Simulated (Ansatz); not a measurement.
Consider the isomerisation: `C[SiH](S)C#N` → `N[SiH2]C1=CS1`.

Program: Ansatz. Geometries: PBE0-D4/def2-TZVP. ΔE: electronic, gas phase. CCSD(T)/CBS adds triple-zeta CCSD(T) − MP2 to the extrapolated MP2 energy (def2 sets, frozen cores). DFT in def2-TZVPP. B3LYP here is the variant with VWN-RPA as its local correlation; programs differ in this. One conformer a species, not always the lowest.

```json
{"level": "B3LYP-D4", "ΔE (kcal/mol)": "58.7", "difference from CCSD(T)/CBS": "-0.1"}
{"level": "ωB97X-V", "ΔE (kcal/mol)": "60.2", "difference from CCSD(T)/CBS": "1.4"}
{"level": "ωB97M-V", "ΔE (kcal/mol)": "59.6", "difference from CCSD(T)/CBS": "0.8"}
{"level": "B2PLYP", "ΔE (kcal/mol)": "60.5", "difference from CCSD(T)/CBS": "1.7"}
{"level": "PBE", "ΔE (kcal/mol)": "55.3", "difference from CCSD(T)/CBS": "-3.5"}
{"level": "r2SCAN", "ΔE (kcal/mol)": "58.0", "difference from CCSD(T)/CBS": "-0.8"}
{"level": "B3LYP", "ΔE (kcal/mol)": "58.8", "difference from CCSD(T)/CBS": "0.0"}
{"level": "HF/def2-TZVPP", "ΔE (kcal/mol)": "67.1", "difference from CCSD(T)/CBS": "8.3"}
{"level": "MP2/def2-TZVPP", "ΔE (kcal/mol)": "61.0", "difference from CCSD(T)/CBS": "2.2"}
{"level": "SCS-MP2/def2-TZVPP", "ΔE (kcal/mol)": "62.6", "difference from CCSD(T)/CBS": "3.8"}
{"level": "CCSD/def2-TZVPP", "ΔE (kcal/mol)": "63.1", "difference from CCSD(T)/CBS": "4.3"}
{"level": "CCSD(T)/def2-TZVPP", "ΔE (kcal/mol)": "61.8", "difference from CCSD(T)/CBS": "3.0"}
{"level": "HF/def2-QZVPP", "ΔE (kcal/mol)": "66.3", "difference from CCSD(T)/CBS": "7.5"}
{"level": "SCS-MP2/def2-QZVPP", "ΔE (kcal/mol)": "60.8", "difference from CCSD(T)/CBS": "2.0"}
{"level": "MP2/CBS(def2)", "ΔE (kcal/mol)": "58.1", "difference from CCSD(T)/CBS": "-0.7"}
{"level": "CCSD/CBS(def2)", "ΔE (kcal/mol)": "60.1", "difference from CCSD(T)/CBS": "1.3"}
{"level": "CCSD(T)/CBS", "ΔE (kcal/mol)": "58.8", "difference from CCSD(T)/CBS": "0"}
```

Largest T1 diagnostic among the species: 0.012.

From PBE to PBE0 (25 % exact exchange), in def2-TZVPP and without D4, ΔE moves by +1.2 kcal/mol. In def2-TZVPP, CCSD(T) changes the Hartree–Fock value by −5.3 kcal/mol (the triples alone add −1.3 kcal/mol) and MP2 by −6.0 kcal/mol.
